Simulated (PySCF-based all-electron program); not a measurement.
The numbers below are computed, except where a source is named.
## Distorting AgPH3Cl, singlet

Method: all-electron DFT (in-house code on PySCF), basis-limit composite values; Koelling–Harmon scalar relativity, no spin–orbit coupling, spin-restricted. Forces are good to about 0.005 eV/Å. Atoms are numbered as listed.

Shape A:

```xyz
6

Ag    0.0000    0.0000    0.0000
Cl    0.0000    0.0000    2.0430
P     0.0000    0.0000   -2.3300
H     0.0000    1.2551   -2.9834
H     1.0870   -0.6276   -2.9834
H    -1.0870   -0.6276   -2.9834
```

PBE forces:

```json
{"atom": "Ag1", "Fx": "0.000", "Fy": "0.000", "Fz (eV/Å)": "-4.784"}
{"atom": "Cl2", "Fx": "0.000", "Fy": "0.000", "Fz (eV/Å)": "4.673"}
{"atom": "P3", "Fx": "0.000", "Fy": "0.000", "Fz (eV/Å)": "0.637"}
{"atom": "H4", "Fx": "0.000", "Fy": "-0.040", "Fz (eV/Å)": "-0.175"}
{"atom": "H5", "Fx": "-0.035", "Fy": "0.020", "Fz (eV/Å)": "-0.175"}
{"atom": "H6", "Fx": "0.035", "Fy": "0.020", "Fz (eV/Å)": "-0.175"}
```

(1) What forces does r2SCAN give in shape A?

Shape B:

```csv
atom,x (Å),y (Å),z (Å)
Ag,0.0000,0.0000,0.0000
Cl,0.0000,0.0000,1.9295
P,0.0000,0.0000,-2.3300
H,0.0000,1.2551,-2.9834
H,1.0870,-0.6276,-2.9834
H,-1.0870,-0.6276,-2.9834
```

Against shape A, Ag1–Cl2 goes from 2.043 to 1.929 Å.

PBE forces:

| atom | Fx | Fy | Fz (eV/Å) |
| --- | --- | --- | --- |
| Ag1 | 0.000 | 0.000 | -9.097 |
| Cl2 | 0.000 | 0.000 | 9.106 |
| P3 | 0.000 | 0.000 | 0.553 |
| H4 | 0.000 | -0.038 | -0.187 |
| H5 | -0.033 | 0.019 | -0.187 |
| H6 | 0.033 | 0.019 | -0.187 |

(2) What forces does r2SCAN give in shape B?

Shape C:

| atom | x (Å) | y (Å) | z (Å) |
| --- | --- | --- | --- |
| Ag | 0.0000 | 0.0000 | 0.0000 |
| Cl | 0.0000 | 0.0000 | 1.8160 |
| P | 0.0000 | 0.0000 | -2.3300 |
| H | 0.0000 | 1.2551 | -2.9834 |
| H | 1.0870 | -0.6276 | -2.9834 |
| H | -1.0870 | -0.6276 | -2.9834 |

Against shape A, Ag1–Cl2 goes from 2.043 to 1.816 Å.

PBE forces:

| atom | Fx | Fy | Fz (eV/Å) |
| --- | --- | --- | --- |
| Ag1 | 0.000 | 0.000 | -15.831 |
| Cl2 | 0.000 | 0.000 | 16.031 |
| P3 | 0.000 | 0.000 | 0.405 |
| H4 | 0.000 | -0.034 | -0.202 |
| H5 | -0.030 | 0.017 | -0.202 |
| H6 | 0.030 | 0.017 | -0.202 |

(3) What forces does r2SCAN give in shape C?

## Answers

(1) The forces move by 0.186 eV/Å (r.m.s. over the atoms) from PBE.

| atom | Fx | Fy | Fz (eV/Å) |
| --- | --- | --- | --- |
| Ag1 | 0.001 | -0.002 | -4.900 |
| Cl2 | -0.001 | 0.002 | 4.658 |
| P3 | 0.000 | 0.000 | 0.434 |
| H4 | 0.000 | -0.236 | -0.064 |
| H5 | -0.204 | 0.118 | -0.064 |
| H6 | 0.204 | 0.118 | -0.064 |

(2) The forces move by 0.189 eV/Å (r.m.s. over the atoms) from PBE.

| atom | Fx | Fy | Fz (eV/Å) |
| --- | --- | --- | --- |
| Ag1 | 0.001 | -0.001 | -9.237 |
| Cl2 | 0.000 | 0.001 | 9.118 |
| P3 | 0.000 | 0.000 | 0.346 |
| H4 | 0.000 | -0.233 | -0.076 |
| H5 | -0.202 | 0.117 | -0.076 |
| H6 | 0.202 | 0.117 | -0.076 |

(3) The forces move by 0.194 eV/Å (r.m.s. over the atoms) from PBE.

```json
{"atom": "Ag1", "Fx": "-0.001", "Fy": "0.001", "Fz (eV/Å)": "-15.993"}
{"atom": "Cl2", "Fx": "0.001", "Fy": "-0.001", "Fz (eV/Å)": "16.072"}
{"atom": "P3", "Fx": "0.000", "Fy": "0.000", "Fz (eV/Å)": "0.190"}
{"atom": "H4", "Fx": "0.000", "Fy": "-0.229", "Fz (eV/Å)": "-0.090"}
{"atom": "H5", "Fx": "-0.199", "Fy": "0.115", "Fz (eV/Å)": "-0.090"}
{"atom": "H6", "Fx": "0.199", "Fy": "0.115", "Fz (eV/Å)": "-0.090"}
```
